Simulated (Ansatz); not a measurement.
```xyz
3

O    -0.409    1.149    0.650
Ti    0.484    0.190   -0.316
O    -0.075   -1.338   -0.334
```

The species carries charge 0 and has multiplicity 1.

**Question.** List the ωB97M-V/def2-TZVPP orbital energies in eV (Ansatz 0.2.0). (Best estimate.)

**Answer.** Computed: Occupied: -4879.55, -547.56, -524.86, -524.86, -456.16, -456.13, -456.05, -68.66, -44.47, -44.35, -44.07, -26.58, -26.13, -12.24, -11.77, -11.47, -10.97, -10.63, -9.66. Lowest empty: -1.68, -0.22, 0.16, 1.66, 2.26, 2.47, 2.50, 3.09.
